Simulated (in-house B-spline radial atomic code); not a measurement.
Mn⁺. Computed with a B-spline radial atomic code. Model: all-electron spherical atom, spin shells full or empty, radial basis limit, no spin-orbit coupling: exact exchange with a local potential (Slater, KLI or optimised effective potential, whose far tail is KLI's), no correlation.

Empty minority-spin level lies below the highest occupied level: each spin potential is zero at infinity, spin occupations fixed.

The run also made RPA and GW results, which its time includes.

The Slater potential averages the orbital exchange potentials with the orbital densities as weights, KLI adds orbital constants, and the optimised effective potential minimises the exact-exchange energy among local potentials. So their energies lie above Hartree-Fock in the order OEP, KLI, Slater. All fall off as −1/r, unlike LDA and GGA exchange.

Command:
```bash
python run_gw.py task.json out
```
Settings (nuclear radius in fm, other lengths in bohr, energies in hartree):
```
Z                      25
electrons              24
configuration          [Ar] 3d5 4s1
hamiltonian            x2c
method                 oep
lmax                   9
rms_radius             3.7057
spin_polarised         True
box_radius             23.78
intervals              105
ion_configuration      [Ar] 3d5
```

Cost of the run: 15 s on 1 thread of Arm Neoverse V1, on a shared host.

Given: hamiltonian one-electron scalar X2C; mean-field start exchange-only OEP.

Computed: energy above Hartree-Fock 9.4665 millihartree.

```json
{"radius (bohr)": "0.002", "r times exchange potential up (hartree bohr)": "-0.041144", "r times exchange potential down (hartree bohr)": "-0.041978"}
{"radius (bohr)": "0.00249", "r times exchange potential up (hartree bohr)": "-0.051167", "r times exchange potential down (hartree bohr)": "-0.052206"}
{"radius (bohr)": "0.0031", "r times exchange potential up (hartree bohr)": "-0.063581", "r times exchange potential down (hartree bohr)": "-0.064875"}
{"radius (bohr)": "0.00387", "r times exchange potential up (hartree bohr)": "-0.079151", "r times exchange potential down (hartree bohr)": "-0.080767"}
{"radius (bohr)": "0.00481", "r times exchange potential up (hartree bohr)": "-0.097959", "r times exchange potential down (hartree bohr)": "-0.099967"}
{"radius (bohr)": "0.006", "r times exchange potential up (hartree bohr)": "-0.12142", "r times exchange potential down (hartree bohr)": "-0.12393"}
{"radius (bohr)": "0.00747", "r times exchange potential up (hartree bohr)": "-0.14976", "r times exchange potential down (hartree bohr)": "-0.15288"}
{"radius (bohr)": "0.0093", "r times exchange potential up (hartree bohr)": "-0.18394", "r times exchange potential down (hartree bohr)": "-0.18783"}
{"radius (bohr)": "0.0116", "r times exchange potential up (hartree bohr)": "-0.22495", "r times exchange potential down (hartree bohr)": "-0.2298"}
{"radius (bohr)": "0.0144", "r times exchange potential up (hartree bohr)": "?", "r times exchange potential down (hartree bohr)": "?"}
{"radius (bohr)": "0.018", "r times exchange potential up (hartree bohr)": "-0.32629", "r times exchange potential down (hartree bohr)": "-0.33381"}
{"radius (bohr)": "0.0224", "r times exchange potential up (hartree bohr)": "-0.38443", "r times exchange potential down (hartree bohr)": "-0.3938"}
{"radius (bohr)": "0.0279", "r times exchange potential up (hartree bohr)": "-0.44389", "r times exchange potential down (hartree bohr)": "-0.45555"}
{"radius (bohr)": "0.0347", "r times exchange potential up (hartree bohr)": "-0.49804", "r times exchange potential down (hartree bohr)": "-0.51253"}
{"radius (bohr)": "0.0433", "r times exchange potential up (hartree bohr)": "-0.53831", "r times exchange potential down (hartree bohr)": "-0.55633"}
{"radius (bohr)": "0.0539", "r times exchange potential up (hartree bohr)": "-0.54985", "r times exchange potential down (hartree bohr)": "-0.57219"}
{"radius (bohr)": "0.0672", "r times exchange potential up (hartree bohr)": "-0.52033", "r times exchange potential down (hartree bohr)": "-0.54817"}
{"radius (bohr)": "0.0836", "r times exchange potential up (hartree bohr)": "-0.47426", "r times exchange potential down (hartree bohr)": "-0.50919"}
{"radius (bohr)": "0.104", "r times exchange potential up (hartree bohr)": "-0.51082", "r times exchange potential down (hartree bohr)": "-0.55445"}
{"radius (bohr)": "0.13", "r times exchange potential up (hartree bohr)": "-0.66104", "r times exchange potential down (hartree bohr)": "-0.71511"}
{"radius (bohr)": "0.162", "r times exchange potential up (hartree bohr)": "-0.81235", "r times exchange potential down (hartree bohr)": "-0.87888"}
{"radius (bohr)": "0.201", "r times exchange potential up (hartree bohr)": "-0.91369", "r times exchange potential down (hartree bohr)": "-0.99496"}
{"radius (bohr)": "0.251", "r times exchange potential up (hartree bohr)": "-0.94653", "r times exchange potential down (hartree bohr)": "-1.049"}
{"radius (bohr)": "0.312", "r times exchange potential up (hartree bohr)": "-0.86397", "r times exchange potential down (hartree bohr)": "-0.99739"}
{"radius (bohr)": "0.389", "r times exchange potential up (hartree bohr)": "-0.68788", "r times exchange potential down (hartree bohr)": "-0.77261"}
{"radius (bohr)": "0.485", "r times exchange potential up (hartree bohr)": "-0.81045", "r times exchange potential down (hartree bohr)": "-0.72892"}
{"radius (bohr)": "0.604", "r times exchange potential up (hartree bohr)": "-1.1024", "r times exchange potential down (hartree bohr)": "-1.0696"}
{"radius (bohr)": "0.752", "r times exchange potential up (hartree bohr)": "?", "r times exchange potential down (hartree bohr)": "?"}
{"radius (bohr)": "0.937", "r times exchange potential up (hartree bohr)": "-1.3855", "r times exchange potential down (hartree bohr)": "-1.3559"}
{"radius (bohr)": "1.17", "r times exchange potential up (hartree bohr)": "-1.35", "r times exchange potential down (hartree bohr)": "-1.3626"}
{"radius (bohr)": "1.45", "r times exchange potential up (hartree bohr)": "-1.1912", "r times exchange potential down (hartree bohr)": "-1.3051"}
{"radius (bohr)": "1.81", "r times exchange potential up (hartree bohr)": "-0.96232", "r times exchange potential down (hartree bohr)": "-1.2214"}
{"radius (bohr)": "2.25", "r times exchange potential up (hartree bohr)": "-0.84845", "r times exchange potential down (hartree bohr)": "-1.1487"}
{"radius (bohr)": "2.81", "r times exchange potential up (hartree bohr)": "-0.89506", "r times exchange potential down (hartree bohr)": "-1.0933"}
{"radius (bohr)": "3.5", "r times exchange potential up (hartree bohr)": "-0.97068", "r times exchange potential down (hartree bohr)": "-1.05"}
{"radius (bohr)": "4.36", "r times exchange potential up (hartree bohr)": "-1.0127", "r times exchange potential down (hartree bohr)": "-1.0298"}
{"radius (bohr)": "5.43", "r times exchange potential up (hartree bohr)": "-1.0256", "r times exchange potential down (hartree bohr)": "-1.0185"}
```

Task: What belongs in the row 0.0144?

Result: r times exchange potential up (hartree bohr): -0.27168; r times exchange potential down (hartree bohr): -0.2777.

Task: What belongs in the row 0.752?

Result: r times exchange potential up (hartree bohr): -1.2936; r times exchange potential down (hartree bohr): -1.2628.

```tsv
occupied	level (hartree)	Hartree-Fock level (hartree)
1s up	-236.45	-242.79
1s down	-236.87	-242.78
2s up	?	?
2s down	-28.059	-29.753
2p up	?	?
2p down	-23.859	-25.111
3s up	-3.6872	-4.3819
3s down	-3.6865	-3.9609
3p up	-2.5258	-3.0319
3p down	-2.5306	-2.5317
3d up	-0.73965	-0.92266
4s up	-0.55158	-0.55034
```

Task: What belongs in the row 2s up?

Result: level (hartree): -27.725; Hartree-Fock level (hartree): -29.886.

Task: What belongs in the row 2p up?

Result: level (hartree): -23.504; Hartree-Fock level (hartree): -25.239.

```tsv
empty	level (hartree)
3d down	-0.76799
4s down	-0.6267
4p down	-0.43081
4p up	-0.38147
5s down	-0.24495
5s up	?
4d down	?
4d up	-0.20984
5p down	-0.19211
```

Task: What belongs in the row 5s up?

Result: level (hartree): -0.23458.

Task: What belongs in the row 4d down?

Result: level (hartree): -0.21727.

The highest level, 4s up, differs from Hartree-Fock by -0.034 eV and the deepest, 1s down, by +161 eV: a local potential can match the highest level but can't give each shell its own exchange.
